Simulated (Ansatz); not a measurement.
`CS[SiH2]N` → NH₃ + `CS[SiH]` at 600 K and 1 bar (silylene formation by 1,1-elimination).

Isolated molecules relaxed with PBE0-D4/def2-TZVP in Ansatz; ΔE leaves out vibrations. CCSD(T)/CBS is the MP2 limit (def2-TZVPP, def2-QZVPP) plus CCSD(T) − MP2 in def2-TZVPP, frozen cores. This one scheme is used for every species. Each species was taken in one conformer, which may not be the lowest.

| species | CCSD(T)/CBS energy (Eh) | H − E (kJ/mol) | S (J/(mol·K)) |
| --- | --- | --- | --- |
| `CS[SiH2]N` | -783.87685 | 279.5 | 443.8 |
| NH₃ | -56.50880 | 112.4 | 219.5 |
| `CS[SiH]` | -727.28803 | 163.7 | 355.8 |

H − E and S are ideal-gas, rigid-rotor, harmonic terms from PBE0-D4/def2-TZVP, for one conformer and one mirror image of each species. 1 Eh = 2625.50 kJ/mol, R = 8.31446 J/(mol·K).

Q: By hand: ΔE, ΔH, ΔS and ΔG.

A: ΔE = (-56.50880) + (-727.28803) − (-783.87685) = 0.08002 Eh = 210.1 kJ/mol. Δ(H − E) = 112.4 + 163.7 − 279.5 = -3.4, so ΔH = 206.7 kJ/mol. ΔS = 219.5 + 355.8 − 443.8 = 131.5 J/(mol·K). ΔG = 206.7 − 600 × (131.5)/1000 = 127.8 kJ/mol.

Q: By hand: the equilibrium constant, and the temperature at which ΔG would vanish if ΔH and ΔS stayed fixed.

A: log₁₀ K = −ΔG/(RT ln 10) = -11.1. ΔG = 0 at ΔH/ΔS = 1572 K.

The number of gas molecules changes by +1, which sets the sign of ΔS. A doubt of 5 kJ/mol in ΔE shifts log₁₀ K by 0.4 here. Other conformers and mirror images would add mixing entropy, several J/(mol·K) or more a flexible species. These are equilibria of isolated gas molecules and say nothing of rates. Largest T1 diagnostic: 0.016 (customary marks: 0.02 for closed shells, 0.045 for open ones).
